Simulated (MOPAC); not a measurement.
MOPAC input (PM7):

```
PM7 1SCF UHF MS=0.5 GEO-OK AUX(PRECISION=9) THREADS=1
ISn

Sn   -0.00000000 1   -0.00000000 1   -1.41351307 1
I     0.00000000 1    0.00000000 1    1.33350289 1
```

### Question
What heat of formation does the run end on, and which ionisation energy by Koopmans theorem?

### Answer
28.85 kcal/mol; 8.81 eV.
